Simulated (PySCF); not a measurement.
(E)-1-bromo-2-chloro-1-fluoroethene (C₂HBrClF), SMILES Cl/C=C(/Br)F.

The structure is a stationary point at ωB97X-D3(BJ)/def2-SVP.

Level of theory: PySCF with CAM-B3LYP/def2-TZVP.

Isolated molecule, no solvent.

Question: Estimate the frontier levels, gap, dipole moment and polarisability. (An estimate is asked for; the answer gives what the named calculation found.)

Answer: 
```json
{
  "highest_occupied_level": "-8.64 eV",
  "lowest_empty_level": "0.61 eV",
  "orbital_gap": "9.25 eV",
  "dipole_moment": "0.287 e·Å",
  "quadrupole, principal values (traceless, Buckingham form, about the centre of nuclear charge)": "-1.01, -0.10, 1.10 D·Å",
  "mean_static_polarisability": "56.4 bohr³ (8.36 Å³)",
  "polarisability_principal_values": "35.7, 46.4, 87.1 bohr³"
}
```
